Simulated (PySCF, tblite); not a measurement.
Isomers of C5H6ClFO, one GFN2-xTB conformer each. Single-point energies are computed at PBE0/pcSseg-1 (PySCF, gas phase, no added dispersion term), electronic only.

```csv
SMILES,GFN2-xTB relative energy (kJ/mol)
C[C@@]1(F)C[C@H]1C(=O)Cl,0.0
C=CC[C@H](F)C(=O)Cl,68.1
F[C@@H]1C=C(Cl)COC1,9.7
```

Conformers: `[CH3:1][C@@:2]1([F:3])[CH2:4][C@H:5]1[C:6](=[O:7])[Cl:8]` with C4–C5–C6–O7 25°; `[CH2:1]=[CH:2][CH2:3][C@H:4]([F:5])[C:6](=[O:7])[Cl:8]` with C1–C2–C3–C4 -121°, C2–C3–C4–F5 -176°, C3–C4–C6–O7 -91°; `[F:1][C@@H:2]1[CH:3]=[C:4]([Cl:5])[CH2:6][O:7][CH2:8]1` with F1–C2–C3–C4 -112°, C3–C4–C6–O7 19°, C4–C6–O7–C8 -51°, C6–O7–C8–C2 63°.

Question: What does PBE0/pcSseg-1 give for the same structures?

Answer: 
```
                  SMILES  PBE0/pcSseg-1 E (Eh)  PBE0/pcSseg-1 (kJ/mol)  GFN2-xTB (kJ/mol)  point group
C[C@@]1(F)C[C@H]1C(=O)Cl            -828.77991                     0.0                0.0           C1
     C=CC[C@H](F)C(=O)Cl            -828.76696                    34.0               68.1           C1
     F[C@@H]1C=C(Cl)COC1            -828.76054                    50.9                9.7           C1
```

Both levels put the same isomer lowest; measured from each level's own lowest isomer, the values differ by up to 41.2 kJ/mol (F[C@@H]1C=C(Cl)COC1: 9.7 against 50.9). As drawn, the lowest has a three-membered ring and a C=O bond, which the highest lacks; the highest has a C=C bond outside aromatic rings, which the lowest lacks.

Question: Which frontier levels, dipoles and rotational constants go with these structures?

Answer: 
| SMILES | HOMO (eV, PBE0/pcSseg-1) | LUMO (eV) | dipole (D) | A, B, C (MHz) |
| --- | --- | --- | --- | --- |
| C[C@@]1(F)C[C@H]1C(=O)Cl | -8.53 | -1.27 | 2.07 | 3124, 1026, 936.0 |
| C=CC[C@H](F)C(=O)Cl | -7.99 | -1.42 | 2.42 | 2228, 1277, 1042 |
| F[C@@H]1C=C(Cl)COC1 | -7.70 | -0.56 | 2.35 | 3190, 1148, 912.4 |

Question: What happens when harmonic zero-point energies from GFN2-xTB frequencies are added?

Answer: 
| SMILES | ZPE (kJ/mol) | electronic (kJ/mol) | with ZPE (kJ/mol) |
| --- | --- | --- | --- |
| C[C@@]1(F)C[C@H]1C(=O)Cl | 261.5 | 0.0 | 0.0 |
| C=CC[C@H](F)C(=O)Cl | 258.4 | 34.0 | 30.9 |
| F[C@@H]1C=C(Cl)COC1 | 265.1 | 50.9 | 54.5 |

The zero-point energies span 6.7 kJ/mol. The order is unchanged.

Question: As an exercise, what shares would exp(−E/RT) give at 1000 K from these electronic energies alone (no entropy, no degeneracies)?

Answer: RT = 8.314 kJ/mol: C[C@@]1(F)C[C@H]1C(=O)Cl 98.1 %, C=CC[C@H](F)C(=O)Cl 1.6 %, F[C@@H]1C=C(Cl)COC1 0.2 %.
